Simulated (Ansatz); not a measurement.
Reaction (substitution at a C–Ge bond): `C[O][Ge]([CH3])([F])[SH]` + `O[SiH2][SiH](O)F` → `CO[SiH2][SiH](O)F` + `C[O][GeH]([F])[SH]`

Gas-phase electronic energies from Ansatz, PBE0-D4/def2-TZVP geometries. CCSD(T)/CBS is the MP2 limit (def2-TZVPP, def2-QZVPP) plus CCSD(T) − MP2 in def2-TZVPP, frozen cores. Functionals use def2-TZVPP. For Ge outer-core shells are correlated without core-valence functions, which leaves a few kJ/mol of doubt a bond. Scalar relativity is left out up to krypton. One conformer a species, not always the lowest.

`C[O][Ge]([CH3])([F])[SH]`:

```xyz
13

C     1.437    1.018    1.338
O     1.150    0.365    0.119
Ge   -0.436   -0.325   -0.192
C    -0.415   -1.056   -1.968
F    -0.670   -1.593    0.982
S    -2.062    1.112    0.258
H     0.685    1.778    1.578
H     2.406    1.509    1.232
H     1.494    0.305    2.168
H    -0.370   -0.247   -2.698
H    -1.318   -1.642   -2.134
H     0.464   -1.691   -2.079
H    -2.365    0.466    1.396
```

`O[SiH2][SiH](O)F`:

```xyz
10

O    -1.591    0.712    0.327
Si   -0.538   -0.427    0.928
Si    1.224   -0.188   -0.611
O     0.577    0.569   -1.907
F     2.377    0.702    0.055
H    -2.417    0.865    0.789
H    -1.148   -1.788    0.907
H    -0.167   -0.130    2.340
H     1.888   -1.417   -1.099
H    -0.204    1.101   -1.728
```

`CO[SiH2][SiH](O)F`:

```xyz
13

C     2.172    0.844    1.229
O     1.085    0.745    0.337
Si   -0.019   -0.474    0.415
Si   -1.524   -0.088   -1.337
O    -2.664   -1.257   -1.207
F    -0.768   -0.210   -2.745
H     2.752    1.730    0.966
H     2.825   -0.033    1.161
H     1.830    0.946    2.266
H     0.644   -1.805    0.283
H    -0.726   -0.462    1.730
H    -2.152    1.261   -1.352
H    -3.455   -1.198   -1.746
```

`C[O][GeH]([F])[SH]`:

Cartesian coordinates in Å:
```
C 0.487 1.415 -0.571
O -0.235 0.330 -1.122
Ge -0.510 -1.134 -0.201
F 1.034 -1.878 0.090
S -1.304 -0.727 1.818
H 0.118 1.686 0.424
H 1.555 1.187 -0.502
H 0.354 2.270 -1.237
H -1.356 -2.047 -1.081
H -0.143 -1.101 2.383
```

(1) Is it downhill or uphill in electronic energy at CCSD(T)/CBS, and by how much? (An estimate is asked.)

(2) What do these levels give: ωB97M-V, r2SCAN, HF/def2-TZVPP, MP2/def2-TZVPP, CCSD/def2-TZVPP, MP2/CBS(def2)? (Best estimate.)

Largest T1 diagnostic among the species: 0.012.

Answers

(1) The calculation gave: Uphill: ΔE = +110.0 kJ/mol.

(2) Ansatz gave: ωB97M-V 105.4, r2SCAN 106.2, HF/def2-TZVPP 86.3, MP2/def2-TZVPP 114.4, CCSD/def2-TZVPP 104.8, MP2/CBS(def2) 117.6 kJ/mol.

In def2-TZVPP, CCSD(T) changes the Hartree–Fock value by +20.5 kJ/mol (the triples alone add +2.1 kJ/mol) and MP2 by +28.1 kJ/mol. The D4 term adds +3.7 kJ/mol with B3LYP and +2.0 kJ/mol with PBE0; it sums over pairs of atoms, weighted by their polarisabilities, and B3LYP, whose exchange is more repulsive, gets the larger term.

B3LYP here is the variant with VWN-RPA as its local correlation; programs differ in this.
